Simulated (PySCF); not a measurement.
## Structure from 2D NMR

Compound of formula C₄H₆O₂Si. Correlations simulated from computed shifts and the bond graph:

HSQC (one-bond C–H):
```
  δH     δC
7.43  157.0
7.02  150.2
0.50   -1.1
```

COSY cross peaks (H two or three bonds apart, from the bond graph; peaks can be absent where the dihedral angle is near 90°):
```
  δH    δH
7.43  7.02
7.43  5.36
5.36  0.50
```

HMBC (two and three bonds, from the bond graph):
```
  δH                         δC
7.43         172.4, 150.2, -1.1
7.02               172.4, 157.0
5.36  172.4, 157.0, 150.2, -1.1
0.50                      157.0
```

Carbons without hydrogens: δ 172.4.

Calculated, not measured (PySCF 2.14): coordinates at the GFN2-xTB level, NMR shieldings at PBE0/pcSseg-1/GIAO. Averaged over atoms made equivalent by symmetry, fast rotation or ring inversion, isolated molecule, no relativistic terms, one computed conformer.

Scale: 1H and 13C against TMS (reference shieldings calculated alike).

Exchangeable hydrogens are left out of these lists.

Work out the connectivity.

Results:

`C[Si@H]1C=CC(=O)O1`.

Atom-mapped SMILES (the numbers label the heavy atoms): `[CH3:1][Si@H:2]1[CH:3]=[CH:4][C:5](=[O:6])[O:7]1`; H(Xn) means a hydrogen on atom n.

δC 172.4 is C5, a carbonyl carbon. δC 157.0 is C3, a β carbon of a C=C–C=O unit (δH 7.43). δC 150.2 is C4, an α carbon of a C=C–C=O unit (δH 7.02). δC -1.1 is C1, a methyl carbon bonded to Si (δH 0.50). HMBC from δH 7.43 reaches the proton-free carbon C5. HMBC from δH 7.02 reaches the proton-free carbon C5. HMBC from δH 5.36 reaches the proton-free carbon C5. COSY links 7.43–7.02, 7.43–5.36, 5.36–0.50.

This is the structure that produced the data.

Shifts are as computed. Against solution values, carbons near 30 ppm lie about +3 ppm off and those near 130 ppm about +5 ppm. Of 1211 compounds with measured shifts, 218 miss one by over three times the rms of a fit or turn the order of signals round; such compounds aren't used in these exercises.
